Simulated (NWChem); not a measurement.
System: GaSi2H7; SMILES [SiH3][GaH][SiH3]

NWChem printed, in part:

```
             Northwest Computational Chemistry Package (NWChem) 7.3.0
             --------------------------------------------------------

 C1  symmetry detected

                             Geometry "geometry" -> ""
                             -------------------------

 Output coordinates in angstroms (scale by  1.889725989 to convert to a.u.)

  No.       Tag          Charge          X              Y              Z
 ---- ---------------- ---------- -------------- -------------- --------------
    1 Ga                  31.0000    -0.56500889     0.00001978    -0.00075044
    2 H                    1.0000    -2.15511123    -0.00033884     0.00945437
    3 Si                  14.0000     0.53920925    -2.17587299    -0.00021183
    4 H                    1.0000     0.15646283    -2.94318575     1.22176438
    5 H                    1.0000     2.02653181    -2.09249374    -0.03407504
    6 H                    1.0000     0.10285260    -2.97648652    -1.18201845
    7 Si                  14.0000     0.53917923     2.17589598    -0.00044680
    8 H                    1.0000     2.02412985     2.09329542    -0.09179877
    9 H                    1.0000     0.20400831     2.91313358     1.25382459
   10 H                    1.0000     0.05896251     3.00514081    -1.14466661

 Effective nuclear repulsion energy (a.u.)     298.2079479209

                                 NWChem DFT Module
                                 -----------------

 Summary of "ao basis" -> "ao basis" (spherical)
 ------------------------------------------------------------------------------
       Tag                 Description            Shells   Functions and Types
 ---------------- ------------------------------  ------  ---------------------
 Ga                         6-311g**                18       44   8s7p3d
 H                          6-311g**                 4        6   3s1p
 Si                         6-311g**                12       26   6s5p1d

            General Information
            -------------------
          SCF calculation type: DFT
          Wavefunction type:  closed shell.
          No. of atoms     :    10
          No. of electrons :    66
           Alpha electrons :    33
            Beta electrons :    33
          Charge           :     0
          Spin multiplicity:     1
          Use of symmetry is: off; symmetry adaption is: off
          Maximum number of iterations: 150
          AO basis - number of functions:   138
                     number of shells:    70
          Convergence on energy requested:  1.00D-06
          Convergence on density requested:  1.00D-05
          Convergence on gradient requested:  5.00D-04

              XC Information
              --------------
                         B3LYP Method XC Potential
                     Hartree-Fock (Exact) Exchange  0.200
                        Slater Exchange Functional  0.800 local
                    Becke 1988 Exchange Functional  0.720 non-local
              Lee-Yang-Parr Correlation Functional  0.810
                  VWN I RPA Correlation Functional  0.190 local

             Grid Information
             ----------------
          Grid used for XC integration:  medium
          Radial quadrature: Mura-Knowles
          Angular quadrature: Lebedev.
          Tag              B.-S. Rad. Rad. Pts. Rad. Cut. Ang. Pts.
          ---              ---------- --------- --------- ---------
          Ga                  1.30      112          11.0       590
          H                   0.35       45          14.0       434
          Si                  1.10       88          13.0       590
          Grid pruning is: on
          Number of quadrature shells:   603
          Spatial weights used:  Erf1

      Superposition of Atomic Density Guess
      -------------------------------------

 Sum of atomic energies:       -2504.35401885

      Non-variational initial energy
      ------------------------------

 Total energy =   -2505.134241
 1-e energy   =   -4083.900333
 2-e energy   =    1280.558144
 HOMO         =      -0.254008
 LUMO         =      -0.043328

     ---------------------------------------------
      Total Density - Mulliken Population Analysis
     ---------------------------------------------

    Atom       Charge   Shell Charges
 -----------   ------   -------------------------------------------------------
    1 Ga  31    30.51   0.77  1.18  1.04  0.94  0.89  1.15  0.93  0.44  0.50  5.48  4.55  1.43  0.46  0.57  0.14  8.06  1.87  0.10
    2 H    1     1.22   0.22  0.61  0.37  0.01
    3 Si  14    13.86   0.79  1.18  0.97  1.02  0.83  0.58  1.95  3.94  0.56  1.52  0.45  0.07
    4 H    1     1.09   0.22  0.56  0.29  0.01
    5 H    1     1.10   0.23  0.57  0.29  0.01
    6 H    1     1.09   0.22  0.56  0.29  0.01
    7 Si  14    13.86   0.79  1.18  0.97  1.02  0.83  0.58  1.95  3.94  0.56  1.52  0.45  0.07
    8 H    1     1.10   0.23  0.57  0.29  0.01
    9 H    1     1.09   0.22  0.56  0.29  0.01
   10 H    1     1.09   0.22  0.56  0.29  0.01

   convergence    iter        energy       DeltaE   RMS-Dens  Diis-err
 ---------------- ----- ----------------- --------- --------- ---------
 d= 0,ls=0.0,diis     1  -2508.0537439143 -2.81D+03  4.71D-03  3.59D+00
 d= 0,ls=0.0,diis     2  -2508.0985222219 -4.48D-02  2.11D-03  5.58D-02
 d= 0,ls=0.0,diis     3  -2508.1004279192 -1.91D-03  7.89D-04  5.10D-02
 d= 0,ls=0.0,diis     4  -2508.1038652468 -3.44D-03  1.89D-04  1.11D-03
 d= 0,ls=0.0,diis     5  -2508.1039342129 -6.90D-05  4.61D-05  9.46D-05
  Resetting Diis
 d= 0,ls=0.0,diis     6  -2508.1039444638 -1.03D-05  8.86D-06  1.51D-06
 d= 0,ls=0.0,diis     7  -2508.1039446720 -2.08D-07  3.75D-06  6.26D-08

         Total DFT energy =    -2508.103944672031
      One electron energy =    -4085.614531160888
           Coulomb energy =     1398.873717442072
    Exchange-Corr. energy =     -119.571078874127
 Nuclear repulsion energy =      298.207947920911

 Numeric. integr. density =       65.999996874711

                       DFT Final Molecular Orbital Analysis
                       ------------------------------------

 Vector   31  Occ=2.000000D+00  E=-3.496073D-01
              MO Center=  1.2D+00, -1.5D-03, -4.4D-02, r^2= 7.4D+00
   Bfn.  Coefficient  Atom+Function         Bfn.  Coefficient  Atom+Function
  ----- ------------  ---------------      ----- ------------  ---------------
    84      0.202264   5 H  s               122     -0.201827   8 H  s
    66      0.183147   3 Si px              110     -0.182932   7 Si px
    85      0.145439   5 H  s               123     -0.145149   8 H  s
    83      0.121618   5 H  s               121     -0.121357   8 H  s
    63      0.106004   3 Si px              107     -0.105863   7 Si px

 Vector   32  Occ=2.000000D+00  E=-2.870424D-01
              MO Center= -6.4D-01,  3.4D-04, -5.8D-04, r^2= 4.4D+00
   Bfn.  Coefficient  Atom+Function         Bfn.  Coefficient  Atom+Function
  ----- ------------  ---------------      ----- ------------  ---------------
    46      0.252326   2 H  s                47      0.214480   2 H  s
    21     -0.205475   1 Ga px               24     -0.205232   1 Ga px
    45      0.150492   2 H  s                15      0.146854   1 Ga px
    67     -0.134252   3 Si py              111      0.134269   7 Si py
     7     -0.127271   1 Ga s                85      0.098906   5 H  s

 Vector   33  Occ=2.000000D+00  E=-2.615206D-01
              MO Center=  9.4D-02, -2.8D-04, -8.2D-04, r^2= 5.2D+00
   Bfn.  Coefficient  Atom+Function         Bfn.  Coefficient  Atom+Function
  ----- ------------  ---------------      ----- ------------  ---------------
    25      0.232200   1 Ga py               67     -0.227171   3 Si py
   111     -0.227029   7 Si py               22      0.210784   1 Ga py
    16     -0.144785   1 Ga py               56     -0.142208   3 Si s
   100      0.142189   7 Si s                64     -0.118050   3 Si py
   108     -0.117983   7 Si py               66      0.100123   3 Si px

 Vector   34  Occ=0.000000D+00  E=-9.609784D-02
              MO Center= -3.8D-01,  8.5D-05, -5.7D-03, r^2= 4.4D+00
   Bfn.  Coefficient  Atom+Function         Bfn.  Coefficient  Atom+Function
  ----- ------------  ---------------      ----- ------------  ---------------
    26      0.475133   1 Ga pz               29      0.334536   1 Ga pz
    23      0.237424   1 Ga pz              129     -0.188650   9 H  s
    79     -0.183982   4 H  s                17     -0.180785   1 Ga pz
    91      0.181262   6 H  s               135      0.176148  10 H  s
    71      0.101509   3 Si pz              115      0.101570   7 Si pz

 Vector   35  Occ=0.000000D+00  E=-1.336588D-02
              MO Center=  1.4D-01, -1.1D-05,  4.9D-03, r^2= 9.6D+00
   Bfn.  Coefficient  Atom+Function         Bfn.  Coefficient  Atom+Function
  ----- ------------  ---------------      ----- ------------  ---------------
     8      1.586672   1 Ga s                56     -0.832376   3 Si s
   100     -0.832514   7 Si s                70     -0.502148   3 Si py
   114      0.502776   7 Si py               69      0.416223   3 Si px
   113      0.415264   7 Si px               27      0.397011   1 Ga px
     7      0.355325   1 Ga s                47     -0.263935   2 H  s

 Vector   36  Occ=0.000000D+00  E= 8.590711D-03
              MO Center= -4.2D-01,  4.3D-03,  1.7D-02, r^2= 1.0D+01
   Bfn.  Coefficient  Atom+Function         Bfn.  Coefficient  Atom+Function
  ----- ------------  ---------------      ----- ------------  ---------------
    28      0.983174   1 Ga py               56      0.772473   3 Si s
   100     -0.772459   7 Si s                85     -0.553238   5 H  s
   123      0.555323   8 H  s               114      0.490282   7 Si py
    70      0.487704   3 Si py              113     -0.273809   7 Si px
    69      0.271446   3 Si px               79      0.207976   4 H  s

     ---------------------------------------------
      Total Density - Mulliken Population Analysis
     ---------------------------------------------

    Atom       Charge   Shell Charges
 -----------   ------   -------------------------------------------------------
    1 Ga  31    30.86   0.77  1.18  1.02  0.96  0.89  1.14  1.07  0.30  0.50  5.47  4.60  1.39  0.64  0.74  0.11  7.97  1.90  0.19
    2 H    1     1.13   0.23  0.55  0.33  0.01
    3 Si  14    13.65   0.79  1.18  0.95  1.04  0.84  0.50  1.98  3.89  0.68  1.43  0.29  0.09
    4 H    1     1.12   0.25  0.57  0.28  0.01
    5 H    1     1.12   0.25  0.58  0.28  0.01
    6 H    1     1.12   0.25  0.57  0.28  0.01
    7 Si  14    13.65   0.79  1.18  0.95  1.04  0.84  0.50  1.98  3.89  0.68  1.43  0.29  0.09
    8 H    1     1.12   0.25  0.58  0.28  0.01
    9 H    1     1.12   0.25  0.57  0.28  0.01
   10 H    1     1.12   0.25  0.57  0.28  0.01

     -------------------------------------------
      Total Density - Lowdin Population Analysis
     -------------------------------------------

    Atom       Charge   Shell Charges
 -----------   ------   -------------------------------------------------------
    1 Ga  31    31.02   0.92  1.08  1.02  0.94  0.83  1.17  0.71  0.39  0.86  5.08  4.03  1.93  0.67  0.91  0.33  7.71  2.12  0.33
    2 H    1     1.10   0.24  0.48  0.36  0.02
    3 Si  14    13.58   0.90  1.08  0.94  1.01  0.55  0.40  2.17  3.52  0.84  1.31  0.73  0.12
    4 H    1     1.12   0.26  0.52  0.31  0.03
    5 H    1     1.13   0.26  0.52  0.32  0.03
    6 H    1     1.12   0.26  0.52  0.31  0.03
    7 Si  14    13.58   0.90  1.08  0.94  1.01  0.55  0.40  2.17  3.52  0.84  1.31  0.73  0.12
    8 H    1     1.13   0.26  0.52  0.32  0.03
    9 H    1     1.12   0.26  0.52  0.31  0.03
   10 H    1     1.12   0.26  0.52  0.31  0.03

     Multipole analysis of the density
     ---------------------------------

     L   x y z        total         alpha         beta         nuclear
     -   - - -        -----         -----         ----         -------
     0   0 0 0      0.000000    -33.000000    -33.000000     66.000000

     1   1 0 0     -0.015866     -0.007933     -0.007933      0.000000
     1   0 1 0      0.000198      0.000099      0.000099     -0.000000
     1   0 0 1     -0.006591     -0.003295     -0.003295      0.000000

     2   2 0 0    -38.754557    -74.666873    -74.666873    110.579188
     2   1 1 0     -0.000448     -0.002180     -0.002180      0.003911
     2   1 0 1      0.024325      0.028562      0.028562     -0.032798
     2   0 2 0    -40.122158   -334.965924   -334.965924    629.809689
     2   0 1 1     -0.000994     -0.013058     -0.013058      0.025123
     2   0 0 2    -34.364233    -27.505906    -27.505906     20.647579
```

Level: B3LYP/6-311G** (spherical d). All runs use the structure optimised with B3LYP/6-31G* (spherical d).

Task: Reconstruct the input file.

Result: One answer among several that fit: the input that was run:
```
start job
memory heap 200 mb stack 900 mb global 1100 mb
geometry units angstroms noautoz
  Ga    -0.695597    -0.000029    -0.000092
  H     -2.285620    -0.000524     0.018785
  Si     0.408810    -2.175822    -0.004252
  H      0.032805    -2.942425     1.220260
  H      1.895918    -2.092330    -0.046277
  H     -0.033911    -2.977194    -1.183174
  Si     0.408374     2.175946    -0.007134
  H      1.892812     2.093423    -0.106533
  H      0.079980     2.913917     1.248498
  H     -0.078153     3.004451    -1.149222
end
basis spherical
  * library 6-311g**
end
dft
  xc b3lyp
  iterations 150
  mulliken
end
task dft energy
```
